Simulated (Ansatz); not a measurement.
Ligand exchange: C2H3F3 + B(CH3)(SH)2 → CHF3S + B(CH3)2(SH)

Species: C2H3F3 `CC(F)(F)F`, singlet; B(CH3)(SH)2, singlet; CHF3S (trifluoromethanethiol) `FC(F)(F)S`, singlet; B(CH3)2(SH), singlet. The partners trade CH3 for SH: C–CH3 and B–SH bonds give way to C–SH and B–CH3.

Shapes, held fixed at every level: PBE0-D4/def2-TZVP. Flexible molecules stand in one conformer, not always the lowest. Programs: Ansatz 0.2.0. Electronic energies: no zero-point or thermal term.

```tsv
level	kind	ΔE (kJ/mol)	less CCSD(T)/CBS estimate
r2SCAN-D4/def2-TZVPP	meta-GGA	+119.1	-2.9
B3LYP-D4/def2-TZVPP	global hybrid	+117.2	-4.8
PBE0-D4/def2-TZVPP	global hybrid	+119.7	-2.3
wB97M-V/def2-TZVPP	range-separated hybrid	+115.9	-6.1
B2PLYP/def2-TZVPP	double hybrid	+120.6	-1.4
MP2/def2-TZVPP	perturbation theory	+126.9	+4.9
CCSD(T)/CBS estimate	coupled cluster or CI	+122.0	0.0
```

The highest level, CCSD(T)/CBS estimate, gives ΔE = +122.0 kJ/mol; the levels span +115.9 to +126.9. The column of differences is taken from that level and isn't an error. No measured value is set beside it here. The CBS estimate extrapolates MP2 from def2-TZVPP and def2-QZVPP and adds CCSD(T) − MP2 in the triple-zeta set, cores frozen.
